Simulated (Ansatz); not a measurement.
Ideal-gas functions of BF$_{2}$HSSi, SMILES `FB1S[SiH]1F` at 298.15 K and 1 bar, from an Ansatz frequency run at PBE0-D4/def2-TZVP.

Molar mass 109.97 g/mol, point group C1 (symmetry number 1), electronic degeneracy 1, moments of inertia 101.431, 223.074, 291.783 u Å². Harmonic wavenumbers (cm⁻¹, unscaled): 156, 218, 306, 415, 436, 560, 610, 799, 831, 916, 1446, 2271.

Use S(trans) = R[1.5 ln M + 2.5 ln T − 1.1517]; rotational temperatures θ = 24.2544 K / I; S(rot) = R[ln(√π/σ · √(T³/θAθBθC)) + 1.5]; for each mode x = 1.438777 ν̃/T, S = R[x/(eˣ − 1) − ln(1 − e⁻ˣ)] and H = RT x/(eˣ − 1); 1 cm⁻¹ = 0.0119627 kJ/mol; R = 8.31446 J/(mol·K).

By hand: the entropy, in J/(mol·K).

Translation 167.5. Rotation: θ = 0.2391, 0.1087, 0.0831 K, giving 113.8. Vibration, mode by mode: 10.87, 8.27, 5.79, 3.80, 3.51, 2.19, 1.81, 0.87, 0.77, 0.55, 0.06, 0.00, in all 38.5. Electronic 0.0. Sum 319.8 J/(mol·K).

By hand: H − E and G − E in kJ/mol, counted from the electronic energy.

Zero-point energy ½ × 8964 × 0.0119627 = 53.6; thermal vibration 7.1; translation, rotation and pV give 4 RT = 9.9. H − E = 70.6 kJ/mol, and G − E = 70.6 − 298.15 × 319.8/1000 = -24.7 kJ/mol.

Vibration gives 12 % of the entropy. The sum counts one conformer and one mirror image; others add a mixing term.
